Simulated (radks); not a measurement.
Results of a calculation; reference values are marked as such.
The krypton ion Kr2+, configuration [Ar] 3d10 4s2 4p4. Code: a radial shooting solver on a logarithmic mesh with Libxc functionals. Model: scalar-relativistic Kohn-Sham, XLYP, spin-polarised, spherical densities, point nucleus; open shells are filled with parallel spins first.

Normalised radial functions P(r) = r R(r), r in bohr:

r,4s down,4p up,4p down
0.003086,0.0598,0.0019,0.0018
0.004018,0.0745,0.0030,0.0030
0.005232,0.0917,0.0049,0.0048
0.006812,0.1111,0.0079,0.0078
0.008942,0.1326,0.0128,0.0127
0.01164,0.1530,0.0203,0.0202
0.01516,0.1695,0.0318,0.0317
0.01974,0.1770,0.0491,0.0488
0.02571,0.1684,0.0738,0.0734
0.03347,0.1352,0.1075,0.1069
0.04359,0.0701,0.1498,0.1490
0.05675,-0.0279,0.1967,0.1956
0.0739,-0.1470,0.2376,0.2362
0.09623,-0.2548,0.2531,0.2516
0.1253,-0.2993,0.2177,0.2164
0.1632,-0.2259,0.1097,0.1089
0.2142,-0.0099,-0.0746,-0.0743
0.2789,0.2684,-0.2745,-0.2731
0.3631,0.4616,-0.4011,-0.3986
0.4728,0.4103,-0.3573,-0.3543
0.6157,0.0721,-0.1103,-0.1076
0.8017,-0.4170,0.2698,0.2709
1.044,-0.8141,0.6357,0.6326
1.359,-0.9294,0.8364,0.8270
1.77,-0.7527,0.7950,0.7874
2.305,-0.4436,0.5674,0.5715
3.001,-0.1861,0.3007,0.3144
3.908,-0.0524,0.1136,0.1253
5.089,-0.0086,0.0272,0.0319

4s down: eigenvalue -44.894 eV, 3 radial nodes at r = 0.0530, 0.216, 0.642 bohr, <r> = 1.50 bohr, 90 % of the charge inside 2.21 bohr. 4p up: eigenvalue -31.628 eV, 2 radial nodes at r = 0.194, 0.669 bohr, <r> = 1.73 bohr, 90 % of the charge inside 2.59 bohr. 4p down: eigenvalue -29.796 eV, 2 radial nodes at r = 0.194, 0.667 bohr, <r> = 1.75 bohr, 90 % of the charge inside 2.64 bohr.
